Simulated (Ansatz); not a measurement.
Reaction (redistribution): `CO[SiH2][O][GeH3]` + `CO[SiH2]S[SiH3]` → `CO[SiH2]S[SiH2]OC` + `[SiH3][O][GeH3]`

Gas-phase electronic energies from Ansatz, PBE0-D4/def2-TZVP geometries. CCSD(T)/CBS adds triple-zeta CCSD(T) − MP2 to the extrapolated MP2 energy (def2 sets, frozen cores). For Ge outer-core shells are correlated without core-valence functions, which leaves a few kJ/mol of doubt a bond. Scalar relativity is left out up to krypton. One conformer a species, not always the lowest.

```json
{"level": "MP2/def2-TZVPP", "ΔE (eV)": "0.19"}
{"level": "CCSD(T)/def2-TZVPP", "ΔE (eV)": "0.20"}
{"level": "HF/def2-QZVPP", "ΔE (eV)": "0.23"}
{"level": "MP2/CBS(def2)", "ΔE (eV)": "0.19"}
```

What does CCSD(T)/CBS give? (Estimate.)

Computed: +0.20 eV. The listed levels differ from it by -0.01, 0.00, 0.03, -0.01 eV.

Largest T1 diagnostic among the species: 0.012.

The D4 term adds −0.05 eV with B3LYP and −0.03 eV with PBE0; it sums over pairs of atoms, weighted by their polarisabilities, and B3LYP, whose exchange is more repulsive, gets the larger term. In def2-TZVPP, CCSD(T) changes the Hartree–Fock value by −0.03 eV (the triples alone add −0.01 eV) and MP2 by −0.04 eV.

B3LYP here is the variant with VWN-RPA as its local correlation; programs differ in this.
